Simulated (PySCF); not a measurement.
Choosing a molecule for a target property.

All species are isolated and taken at one optimised geometry, non-relativistic unless stated. Electronic properties by PySCF.

The conformers computed, where there is a choice (atom-mapped SMILES and torsion angles):
- `[CH:1]#[C:2][GeH2:3][PH2:4]`: H–P4–Ge3–C2 -47°, H–P4–Ge3–C2 46°
- `[CH2:1]=[CH:2][CH2:3][AlH:4][CH3:5]`: C1–C2–C3–Al4 95°, C2–C3–Al4–C5 -24°
- `[NH2:1][SiH2:2][PH3+:3]`: H–N1–Si2–P3 -93°, H–N1–Si2–P3 92°
- `[CH2:1]=[CH:2][SiH2:3][CH:4]([SiH3:5])[SiH3:6]`: C1–C2–Si3–C4 119°, C2–Si3–C4–Si5 174°
- `[SiH3:1][CH2:2][c:3]1[cH:4][n:5][s:6][cH:7]1`: Si1–C2–C3–C4 -85°

(1) Wanted: lowest triplet excitation (Tamm–Dancoff) above 7 eV (TDA CAM-B3LYP/def2-SVPD) and HOMO energy below -9.2 eV (CAM-B3LYP/def2-SVPD), at PBE0-D3(BJ)/def2-SVP geometries. Which candidate meets both?
A. `C=C[CH2][AlH][CH3]`
B. `C#[C][GeH2][PH2]`
C. `C=C[SiH2]C([SiH3])[SiH3]`
D. `N[SiH2][PH3+]`
E. `O->[Si](<-O)(F)(F)(F)F`
F. `CC[N](C)[Ti]([Cl])([Cl])[Cl]`

(2) Wanted: lowest singlet excitation between 2.9 eV and 4 eV (TDDFT CAM-B3LYP/def2-SVPD) and HOMO–LUMO gap below 8 eV (CAM-B3LYP/def2-SVPD), at PBE0-D3(BJ)/def2-SVP geometries. Which candidate meets both?
A. `CC[N](C)[Ti]([Cl])([Cl])[Cl]`
B. `C#CC1=CC=CC(=C)C=C1`
C. `C#[C][GeH2][PH2]`
D. `N[SiH2][PH3+]`
E. `C=C[CH2][AlH][CH3]`
F. `O->[Si](<-O)(F)(F)(F)F`
G. `[SiH3]Cc1cnsc1`

(3) Wanted: dipole moment between 1 D and 2 D (CAM-B3LYP/def2-SVPD) and static isotropic polarisability above 110 au (CAM-B3LYP/def2-SVPD), at PBE0-D3(BJ)/def2-SVP geometries. Which candidate meets both?
A. `C=C[CH2][AlH][CH3]`
B. `[SiH3]Cc1cnsc1`
C. `C([SiH2]C=C)([SiH3])[SiH3]`
D. `C#[C][GeH2][PH2]`

## Answers

(1) E. Computed values:
| species | lowest triplet excitation (Tamm–Dancoff) | HOMO energy |
| --- | --- | --- |
| CC[N](C)[Ti]([Cl])([Cl])[Cl] | 2.88 eV | -9.05 eV |
| C=C[CH2][AlH][CH3] | 4.01 eV | -7.86 eV |
| C=C[SiH2]C([SiH3])[SiH3] | 4.20 eV | -9.27 eV |
| C#[C][GeH2][PH2] | 4.89 eV | -8.74 eV |
| N[SiH2][PH3+] | 5.90 eV | -14.00 eV |
| O->[Si](<-O)(F)(F)(F)F | 8.64 eV | -12.13 eV |

(2) A. Computed values:
| species | lowest singlet excitation | HOMO–LUMO gap |
| --- | --- | --- |
| C#CC1=CC=CC(=C)C=C1 | 2.67 eV | 5.51 eV |
| CC[N](C)[Ti]([Cl])([Cl])[Cl] | 3.07 eV | 7.15 eV |
| C=C[CH2][AlH][CH3] | 4.68 eV | 7.74 eV |
| [SiH3]Cc1cnsc1 | 5.38 eV | 8.38 eV |
| C#[C][GeH2][PH2] | 6.00 eV | 9.32 eV |
| N[SiH2][PH3+] | 6.40 eV | 9.85 eV |
| O->[Si](<-O)(F)(F)(F)F | 8.99 eV | 12.21 eV |

(3) C. Computed values:
```
                   species  dipole moment  static isotropic polarisability
        C=C[CH2][AlH][CH3]         0.27 D                          78.1 au
          C#[C][GeH2][PH2]         0.65 D                          81.6 au
C([SiH2]C=C)([SiH3])[SiH3]         1.17 D                         118.6 au
            [SiH3]Cc1cnsc1         2.78 D                          97.5 au
```
